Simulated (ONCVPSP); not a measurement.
# Which change was made? (Rb, ONCV)

rubidium, optimised norm-conserving Vanderbilt (ONCV), made with ONCVPSP 4.0.1 (PBE, scalar-relativistic). Core [Ar] 3d10, reference 4s2 4p6 5s1. Waves: 4s+5s: rc 2.35 bohr, ncon 4, nbas 8, qcut 5.9 1/bohr, 2 projectors; 4p: rc 1.75 bohr, ncon 4, nbas 6, qcut 3.9 1/bohr, 1 projector; d scattering state at 0.41 Ha: rc 2.20 bohr, ncon 5, nbas 9, qcut 4.3 1/bohr, 2 projectors, debl 3.3 Ha. Local part: polynomial inside 1.10 bohr (lpopt 5, dvloc0 0 Ha). Core correction: none.

Cutoffs, loose and tight: the cutoffs (Ha) at which the residual kinetic energy of the hardest occupied pseudo-wave falls to 1 and 0.1 mHa per electron. They do not see the model core or the augmentation charge, which bear on the density cutoff. Test errors are all-electron minus pseudo excitation energies from the reference, over the configurations 4s2 4p6 5s0; 4s2 4p6 5s0.5; 4s2 4p6 5s0 5p1; 4s1 4p6 5s1; variants that change the core or the reference have their own tests.

The base gives: outcome: generated; cutoff, loose: 22 Ha; cutoff, tight: 31 Ha; bound ghosts: none; GHOST(+) flags above zero: s; largest test error (meV): -60.

Q: After one change the result is: outcome: generated; cutoff, loose: 1.1 Ha; cutoff, tight: 1.8 Ha; bound ghosts: none; GHOST(+) flags above zero: s, p; largest test error (meV): 1 of 2 tests not solved or not reliable. Which change was it?
A. p: qcut 5.7
B. d: rc 2.48
C. p: rc 2.34
D. core [Kr], valence charge 1; reference 5s1; waves now 5s: rc 3.45 bohr, ncon 4, nbas 7, qcut 2.1 1/bohr, 2 projectors, debl 4 Ha; p scattering state at 0.03 Ha: rc 3.75 bohr, ncon 3, nbas 6, qcut 1.8 1/bohr, 2 projectors, debl 3.5 Ha; d scattering state at 0.4 Ha: rc 2.75 bohr, ncon 4, nbas 7, qcut 3.4 1/bohr, 2 projectors, debl 2.2 Ha; local potential polynomial inside 2.70 bohr (lpopt 3, dvloc0 1 Ha)

A: D. The others give: p: qcut 5.7 → outcome: generated; cutoff, loose: 14 Ha; cutoff, tight: 26 Ha; bound ghosts: none; GHOST(+) flags above zero: s; largest test error (meV): -64 | d: rc 2.48 → outcome: generated; cutoff, loose: 22 Ha; cutoff, tight: 31 Ha; bound ghosts: d; GHOST(+) flags above zero: s; largest test error (meV): -60 | p: rc 2.34 → outcome: generated; cutoff, loose: 9.9 Ha; cutoff, tight: 12 Ha; bound ghosts: none; GHOST(+) flags above zero: s; largest test error (meV): -31.
